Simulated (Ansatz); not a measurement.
Relaxation of AlF₃H (5 atoms, charge 0, multiplicity 2), to a largest force component of 0.03 eV/Å in at most 50 steps.

The calculation used UHF/def2-SVP in Ansatz 0.2.0.

```xyz
5
Properties=species:S:1:pos:R:3:forces:R:3
Al 0.000 0.000 -0.091 0.00 0.00 1.00
F 0.000 0.000 1.568 0.00 0.00 -1.35
F 1.422 0.000 -0.885 -0.03 0.00 -0.04
F -1.422 0.000 -0.885 0.03 0.00 -0.04
H 0.000 0.000 3.702 0.00 0.00 0.42
```

Q: Where does it end, and by what steps?

A: It converged. The force dipped under the threshold on the way, but the program's further checks kept it going. After 11 steps the energy has fallen by 0.138 eV; H5 moved furthest, 1.00 Å.

| step | energy less start (eV) | largest force component (eV/Å) | accepted |
| --- | --- | --- | --- |
| 0 | 0.0000 | 1.346 | yes |
| 1 | -0.0643 | 0.778 | yes |
| 2 | -0.1100 | 0.109 | yes |
| 3 | -0.1074 | 1.064 | no |
| 4 | -0.1178 | 0.082 | yes |
| 5 | -0.1260 | 0.052 | yes |
| 6 | -0.1329 | 0.026 | yes |
| 7 | -0.1268 | 0.359 | no |
| 8 | -0.1336 | 0.129 | yes |
| 9 | -0.1365 | 0.019 | yes |
| 10 | -0.1376 | 0.014 | yes |
| 11 | -0.1379 | 0.016 | yes |

```xyz
5
Properties=species:S:1:pos:R:3
Al 0.000 0.001 -0.322
F 0.000 0.002 1.306
F 1.410 -0.001 -1.138
F -1.410 -0.001 -1.138
H 0.000 -0.001 4.701
```

Whether the end is a true minimum wasn't checked by a vibrational analysis.

Run time: 9.9 s on 1 thread of Arm Neoverse V1, with other jobs on the host, peak memory 0.12 GiB.
